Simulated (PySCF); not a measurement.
A structure optimised at B3LYP-D3(BJ)/def2-SVP, used in a PySCF frequency run:

```xyz
9

O     -1.5411    -0.9900     0.0000
Si     0.0001    -0.4216     0.0000
F      0.8059    -1.0052     1.2816
F      0.8059    -1.0052    -1.2816
Si    -0.0275     1.9053     0.0000
H     -1.6993    -1.9430     0.0000
H     -0.7341     2.3878    -1.2194
H      1.3742     2.4102     0.0000
H     -0.7341     2.3878     1.2194
```

### Question
Write its SMILES, formula and point group.

### Answer
O[Si](F)(F)[SiH3], F2H4OSi2, Cs

### Question
What are its rotational constants (standard atomic weights)?

### Answer
3.7791, 2.0434, 2.0196 GHz
